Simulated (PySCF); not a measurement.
## A small calculation by hand: oscillator strength and radiative lifetime

Si(CCH)2(Me)(OH) (C5H6OSi), SMILES C#C[Si](C)(O)C#C.

Geometry: PBE0-D3(BJ)/def2-SVP. Other conformers were not sampled.

TDA-PBE/def2-SVPD (PySCF) puts the first singlet state with f over 0.02 at 6.20 eV (vertical), with the transition dipole (0.000, 0.000, -0.753) in atomic units.

**Question.** Find the oscillator strength, the wavelength and the radiative lifetime that this transition would have in vacuum if emission retraced absorption.

**Answer.** 
|μ|² = 0.5670 au, so |μ| = 1.91 D. ΔE = 6.20/27.211 = 0.2278 hartree. f = (2/3) ΔE |μ|² = 0.086 (the program prints 0.086).
λ = 1239.84/6.20 = 200 nm; ν = 50006 cm⁻¹.
Einstein's coefficient A = 0.6670 ν² f s⁻¹ (ν in cm⁻¹) = 1.4e8 s⁻¹, so τ = 1/A = 7.0 ns. This state is S7; the lower singlets have f = 0.003, 0.003, 0.007, 0.005, 0.004, 0.010. The figure is the radiative limit of this one transition; relaxation, internal conversion, crossing to triplets and a medium change what is measured.
